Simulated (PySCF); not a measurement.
**Question.** Give a PBE0-D3(BJ)/def2-SVP geometry of `C1CC1C[C@@H](S(=O)([O-])=O)C`. (Charge -1.)

**Answer.** 
Z-matrix in Å and degrees, rows numbered from 1:
```
C 
C   1  1.5178
C   2  1.5242  1  112.31
C   3  1.5075  2  114.50  1  -165.60
C   4  1.4979  3  120.42  2   156.86
C   4  1.4991  3  119.81  2    85.88
S   2  1.8384  1  108.15  3   122.90
O   7  1.4837  2  103.77  1   -64.89
O   7  1.4838  2  105.50  1   174.89
O   7  1.4803  2  103.82  1    55.13
H   1  1.1042  2  111.45  3    61.56
H   1  1.0988  2  109.71  3  -176.87
H   1  1.1013  2  109.40  3   -58.95
H   2  1.1034  1  110.51  3  -123.80
H   3  1.1078  2  109.12  1   -43.15
H   3  1.1044  2  107.02  1    72.33
H   4  1.0948  3  112.36  2   -56.24
H   5  1.0944  4  118.79  6  -108.15
H   5  1.0956  4  117.77  6   107.57
H   6  1.0939  4  118.44  5   108.30
H   6  1.0955  4  117.88  5  -107.56
```

The 6 C–C bonds span 1.498 Å (C4–C5, drawn single) to 1.524 Å (C2–C3, drawn single), a spread of 0.026 Å. S7 (sulfonyl sulfur) is distorted tetrahedral (angles from 103.8° to 114.5°). All 3 O–S bonds measure 1.480 to 1.484 Å. Of the pairs four or more bonds apart, O9···H17 is among the closest relative to their van der Waals radii: 2.23 Å, 82 % of the sum of Bondi's values.

Method: PBE0-D3(BJ)/def2-SVP geometry optimisation, gas phase in PySCF.

Point group: C1 (no symmetry element, even within 0.4 Å). No frequency check. The geometry's basis has no diffuse functions, a weakness for an anion. Torsions: C1–C2–C3–C4 -166°, C2–C3–C4–C5 157°, C1–C2–S7–O8 -65°.

One conformer stands for the species.
